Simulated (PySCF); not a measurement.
# What a mistake does to a calculation on AlGeH4N2

All numbers below are calculated, not measured. The program is PySCF 2.14.0, an open-source quantum chemistry code, run on an isolated molecule that a program drew, which may never have been made. The molecule is AlGeH4N2 (charge 0, doublet), drawn as the SMILES string `[NH]=[GeH][NH][AlH]`.

Each row is a Hartree-Fock (HF) and frozen-core CCSD(T) single point in the cc-pV(D+d)Z basis, meant for a local HF minimum. Run 1 is clean. Each other run has one planted mistake out of seven kinds, and not every kind appears here: one electron removed, one electron added, multiplicity raised by two, geometry at a saddle point, minimal basis STO-3G, one bond length entered in bohr, all coordinates scaled. The reference is restricted for singlets and unrestricted otherwise, and also for a bond in bohr. Adding or removing an electron swaps singlet and doublet. Electrons count all cores. HOMO and LUMO are orbital energies over both spins, the gradient is its largest component, and the lowest frequency (negative if imaginary) is given only where the gradient is small. Bond lengths are over the 7 bonds as drawn. T1 is the CCSD diagnostic: over 0.02 (restricted) or 0.045 (unrestricted) a single reference is doubtful. Germanium has the cc-pVDZ-PP basis, with a core potential (ECP10MDF) in place of its 10 inner electrons, and its 3s, 3p and 3d shells are frozen in CCSD(T).

Geometry of the clean run:
```xyz
8
AlGeH4N2, angstrom
N     0.4213    3.6402    0.3950
Ge    0.3401    2.0831    1.0187
N     0.8255    0.4904    0.2920
Al    1.5390    0.1003   -1.3136
H     0.8044    3.6905   -0.5384
H    -0.2144    1.8488    2.4143
H     0.6502   -0.2748    0.9236
H     1.8011    1.3311   -2.2819
```

```
run  electrons  basis functions  <S^2>  HOMO (eV)  LUMO (eV)  gradient (hartree/bohr)  lowest frequency (cm^-1)  mean bond (Å)  longest bond (Å)      T1  HF (hartree)  CCSD(T) (hartree)                 mistake
  1         63               94  0.755      -8.53       0.87                  1.6e-05                       110         1.4888             1.817  0.0218    -646.48016         -647.01308                no fault
  2         63               94  1.097      -7.65       0.66                  4.3e-02                         -         1.5826             1.931  0.0540    -646.45255         -647.00083  all coordinates scaled
  3         63               94  3.779      -5.38       0.82                  1.3e-01                         -         1.4888             1.817  0.0286    -646.39243         -646.88121                       ?
  4         62               94  0.000     -13.17      -7.14                  5.6e-02                         -         1.4888             1.817  0.0278    -646.19144         -646.72848                       ?
```

**Which mistake was planted in run 3, and what did it cost?**

Electrons, basis and geometry are unchanged, and <S^2> is 3.779, beside S(S+1) = 3.75 for a multiplicity of 4. So the mistake is: multiplicity raised by two. Subtracting run 1 and multiplying by 627.51 kcal/mol a hartree, the energy moved by 55.1 kcal/mol in HF and 82.7 kcal/mol in CCSD(T).

**Which mistake was planted in run 4, and what did it cost?**

It counts 62 electrons, one fewer than the clean run, at the same geometry and basis. So the mistake is: one electron removed. Subtracting run 1 and multiplying by 627.51 kcal/mol a hartree, the energy moved by 181.2 kcal/mol in HF and 178.6 kcal/mol in CCSD(T).

Cautions from the logs. Run 2: T1 is over the limit, so its CCSD(T) energy is less reliable; run 4: T1 is over the limit, so its CCSD(T) energy is less reliable.
